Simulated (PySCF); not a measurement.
CF3O2S, multiplicity 2. Atoms are numbered in the order given.

```xyz
7

O      1.4886    -0.2066     1.2992
S      1.0328     0.3401     0.0000
O      1.4886    -0.2066    -1.2992
C     -0.8839    -0.0074     0.0000
F     -1.0902    -1.3102     0.0000
F     -1.4015     0.5389    -1.0848
F     -1.4015     0.5389     1.0848
```
Charge 0, spin multiplicity 2.

Geometry: B3LYP-D3(BJ)/def2-SVP. The isomer is the one that the SMILES or the coordinates give; other isomers of the formula were not compared.

These are TDA-LC-ωPBE/def2-SVPD in PySCF 2.14.0 values and carry that method's errors.

Vertical excitations. The molecule is in vacuum.

Computed excitation energies, oscillator strengths and character:
| state | energy (eV) | λ (nm) | f | main pairs |
|---|---|---|---|---|
| root 1 | 2.87 | 433 | 0.004 | β HOMO−2→LUMO 53 %, β HOMO→LUMO 44 % |
| root 2 | 3.07 | 404 | 0.010 | β HOMO−1→LUMO 96 % |
| root 3 | 3.31 | 375 | 0.026 | β HOMO→LUMO 49 %, β HOMO−2→LUMO 44 % |
| root 4 | 5.97 | 208 | 0.029 | α HOMO→LUMO 73 %, β HOMO−4→LUMO 5 % |
| root 5 | 6.55 | 189 | 0.022 | β HOMO−4→LUMO 60 %, β HOMO−8→LUMO 18 % |
| root 6 | 6.65 | 186 | 0.006 | β HOMO−5→LUMO 74 %, β HOMO−7→LUMO 20 % |
| root 7 | 6.73 | 184 | 0.003 | α HOMO→LUMO+3 16 %, α HOMO→LUMO+5 10 %, β HOMO−6→LUMO 50 % |
| root 8 | 7.21 | 172 | 0.059 | α HOMO→LUMO+3 38 %, α HOMO→LUMO+5 15 %, β HOMO−6→LUMO 25 %, β HOMO−4→LUMO 6 % |
| root 9 | 7.57 | 164 | 0.000 | α HOMO−1→LUMO 22 %, α HOMO→LUMO+2 9 %, α HOMO→LUMO+7 5 %, β HOMO→LUMO+1 30 %, β HOMO→LUMO+6 8 %, β HOMO→LUMO+2 6 % |
| root 10 | 7.68 | 162 | 0.003 | α HOMO→LUMO+2 45 %, α HOMO→LUMO+7 27 %, β HOMO→LUMO+1 6 % |
Unrestricted roots are not spin-pure.
